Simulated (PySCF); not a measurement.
C₂H₆F₂Ge. Atoms are numbered in the order given.

```xyz
11

Ge     0.4944    -0.3197     0.0000
F      0.8252     0.6983     1.3699
F      0.8252     0.6983    -1.3699
C     -1.3909    -0.7196     0.0000
C     -2.2246     0.5668     0.0000
H      1.5358    -1.4388     0.0000
H     -1.6051    -1.3409    -0.8855
H     -1.6051    -1.3409     0.8855
H     -2.0024     1.1783    -0.8880
H     -3.3025     0.3427     0.0000
H     -2.0024     1.1783     0.8880
```

The structure is a stationary point at ωB97X-D3(BJ)/def2-SVP. The values are those of a single conformer.

Method: r2SCAN/def2-TZVP run with PySCF.

Symmetry labels are those of the subgroup Cs that the program uses (full group Cs).

Question: List the valence orbital energies around the gap with their symmetry. (The exact figures need the calculation; the answer reports its results.)

Answer: 
```
orbital  symmetry  energy (eV)
-------  --------  -----------
HOMO−7         A'       -10.95
HOMO−6         A'       -10.12
HOMO−5         A'        -9.92
HOMO−4         A"        -9.70
HOMO−3         A"        -9.52
HOMO−2         A'        -9.27
HOMO−1         A"        -9.17
HOMO           A'        -7.86
LUMO           A'         0.06
LUMO+1         A"         0.11
LUMO+2         A'         0.63
LUMO+3         A'         1.29
```
